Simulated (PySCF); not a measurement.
H3N2, SMILES [NH]N, multiplicity 2. The structure is a stationary point at PBE0-D3(BJ)/def2-TZVP. The isomer is the one that the SMILES or the coordinates give; other isomers of the formula were not compared.

Question: Give the equilibrium geometry at PBE0-D3(BJ)/def2-TZVP (PySCF confirms it by a frequency run) as bond lengths and angles. (The exact figures need the calculation; the answer reports its results.)

Answer: 
Atoms: N1 N2 H3 H4 H5. Bond lengths (Å): N1–N2 1.338, N1–H3 1.021, N2–H4 1.012, N2–H5 1.007. Angles (°): N2–N1–H3 106.1, N1–N2–H4 120.9, N1–N2–H5 113.9, H4–N2–H5 114.6.
Charge 0, spin multiplicity 2.
